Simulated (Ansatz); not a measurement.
Reaction (hydrogen abstraction from a Ge–H bond): `C[S][GeH3]` + `[CH3]`• → `C[S][GeH2]`• + CH₄

Computed with Ansatz on PBE0-D4/def2-TZVP structures; ΔE is electronic, products minus reactants. CBS: MP2 limit from def2 TZ/QZ plus the TZ coupled-cluster correction, frozen cores. This one scheme is used for every species. DFT in def2-TZVPP. HSE06 is defined as in plane-wave codes. Open shells (•) are unrestricted, without spin–orbit coupling. For Ge outer-core shells are correlated without core-valence functions, which leaves a few kJ/mol of doubt a bond. Scalar relativity is left out up to krypton.

```json
{"level": "LDA (SPW92)", "ΔE (kJ/mol)": "-141.7", "difference from CCSD(T)/CBS": "-37.8"}
{"level": "PBE-D4", "ΔE (kJ/mol)": "-125.5", "difference from CCSD(T)/CBS": "-21.6"}
{"level": "revPBE-D4", "ΔE (kJ/mol)": "-122.0", "difference from CCSD(T)/CBS": "-18.1"}
{"level": "BLYP-D4", "ΔE (kJ/mol)": "-123.5", "difference from CCSD(T)/CBS": "-19.6"}
{"level": "HSE06-D4", "ΔE (kJ/mol)": "-115.0", "difference from CCSD(T)/CBS": "-11.1"}
{"level": "CAM-B3LYP-D4", "ΔE (kJ/mol)": "-109.0", "difference from CCSD(T)/CBS": "-5.1"}
{"level": "ωB97X-V", "ΔE (kJ/mol)": "-106.5", "difference from CCSD(T)/CBS": "-2.6"}
{"level": "PBE", "ΔE (kJ/mol)": "-125.9", "difference from CCSD(T)/CBS": "-22.0"}
{"level": "revPBE", "ΔE (kJ/mol)": "-121.9", "difference from CCSD(T)/CBS": "-18.0"}
{"level": "r2SCAN0", "ΔE (kJ/mol)": "-102.9", "difference from CCSD(T)/CBS": "1.0"}
{"level": "HF/def2-SVP", "ΔE (kJ/mol)": "-73.6", "difference from CCSD(T)/CBS": "30.3"}
{"level": "CCSD/def2-SVP", "ΔE (kJ/mol)": "-102.3", "difference from CCSD(T)/CBS": "1.6"}
{"level": "CCSD(T)/def2-TZVPP", "ΔE (kJ/mol)": "-102.8", "difference from CCSD(T)/CBS": "1.1"}
{"level": "HF/def2-QZVPP", "ΔE (kJ/mol)": "-73.4", "difference from CCSD(T)/CBS": "30.5"}
{"level": "MP2/def2-QZVPP", "ΔE (kJ/mol)": "-108.4", "difference from CCSD(T)/CBS": "-4.5"}
{"level": "MP2/CBS(def2)", "ΔE (kJ/mol)": "-108.9", "difference from CCSD(T)/CBS": "-5.0"}
{"level": "CCSD(T)/CBS", "ΔE (kJ/mol)": "-103.9", "difference from CCSD(T)/CBS": "0"}
```

Largest T1 diagnostic among the species: 0.015.

From r2SCAN to r2SCAN0 (25 % exact exchange), in def2-TZVPP and without D4, ΔE moves by +4.5 kJ/mol. Leaving LDA and LC-ωPBE aside and taking each functional with its dispersion term where it has one, the values, not all of them listed here, spread over 23.4 kJ/mol, from PBE-D4 to BHLYP-D4. LDA lies −15.8 kJ/mol from PBE without D4.
